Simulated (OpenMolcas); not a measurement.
Ne5+: the spin-orbit constant, worked from levels

```
Program             : OpenMolcas
Basis               : ANO-RCC-VQZP [5s4p3d2f1g]
Scalar Hamiltonian  : DKH2, point nucleus
Active space        : 3 electrons in 8 orbitals (2s 2p 3s 3p)
State averaging     : 2S+1 = 4 odd, 1 root; 2S+1 = 2 odd, 3 roots; 2S+1 = 4 even, 3 roots; 2S+1 = 2 even, 9 roots
Spin-orbit coupling : state interaction with AMFI integrals over the reference wave functions, term energies averaged over their components
```

Methods: CASSCF; SS-CASPT2, IPEA 0.25 Eh, imaginary shift 0.1 Eh (closed shells correlated: 1s). Measured levels: NIST levels in Podobedova, Fuhr, Reader and Wiese, J. Phys. Chem. Ref. Data 33, 525 (2004).

**The spin-orbit constant.** For the Hund term 2P* of p1, E(J) = (A/2) J(J+1) + constant and ζ = 2S·A = A. From J = 1/2 to J = 3/2 the energy changes by 1.5 A.

```json
{"Source": "CASSCF", "E(3/2) - E(1/2)": "1262.7", "A": "841.8", "ζ": "842"}
{"Source": "SS-CASPT2", "E(3/2) - E(1/2)": "1262.7", "A": "841.8", "ζ": "842"}
{"Source": "measured", "E(3/2) - E(1/2)": "1310.0", "A": "873.3", "ζ": "873"}
```

All in cm-1. SS-CASPT2 is off by -3.6 % and CASSCF by -3.6 %. Both methods take the spin-orbit matrix elements from the reference wave functions, so the second can move ζ only through the term energies and any multistate remixing.

Active for correlation alone: 3p 3s; no level in the range computed is led by a configuration that fills them, so any true level of that kind is missing. Measured partners are found by configuration, term and J. A level has none where our copy of the source lacks it or the pairing is in doubt (some pairs that miss far off the trend of their configuration count as doubtful), and it then counts in no deviation. Only configurations of the active space appear.

* marks odd parity.
